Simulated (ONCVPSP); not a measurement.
**u(r) = r·R(r): atom against pseudo-atom (copper)**

Columns: radius, all-electron u(r) and pseudo u(r) of the 3s shell (level -118.48 eV) of copper in the configuration [Ne] 3s2 3p6 3d10 4s0.5; PBEsol, scalar-relativistic, ONCV scheme, ONCVPSP 4.0.1.

```
r (bohr)  all-electron  pseudo
   0.070       -0.0312  0.2099
   0.140       -0.6699  0.4141
   0.210       -0.5609  0.6069
   0.280       -0.0649  0.7820
   0.350        0.4743  0.9330
   0.420        0.8981  1.0534
   0.490        1.1667  1.1383
   0.560        1.2963  1.1847
   0.630        1.3199  1.1923
   0.700        1.2725  1.1637
   0.770        1.1824  1.1047
   0.840        1.0702  1.0222
   0.910        0.9504  0.9248
   0.980        0.8319  0.8204
   1.050        0.7202  0.7160
   1.120        0.6181  0.6169
   1.190        0.5268  0.5265
   1.260        0.4465  0.4464
   1.330        0.3767  0.3766
   1.400        0.3166  0.3165
   1.470        0.2653  0.2652
   1.540        0.2216  0.2216
   1.610        0.1847  0.1847
   1.680        0.1537  0.1536
   1.750        0.1276  0.1276
   1.820        0.1059  0.1058
```

(1) How many radial nodes do the two functions have?

(2) At about which radius was the pseudo-wave matched?

(3) Where does each function peak?

(4) Is the pseudo-wave norm-conserving?

## Answers

(1) The all-electron 3s function has n − l − 1 = 2 (the table is too coarse to show those close to the nucleus); the pseudo-wave has 0, since the states of the same l below it are removed with the core.

(2) 1.40 bohr. The columns agree to 0.0005 from 1.19 bohr on; several derivatives are matched, so the curves merge somewhat inside the radius.

(3) Outermost all-electron maximum near 0.63 bohr, pseudo maximum near 0.63 bohr (to the table’s step).

(4) Yes: the ONCV scheme keeps the norm inside the radius equal to the all-electron one, which fixes the energy derivative of the logarithmic derivative at the level.
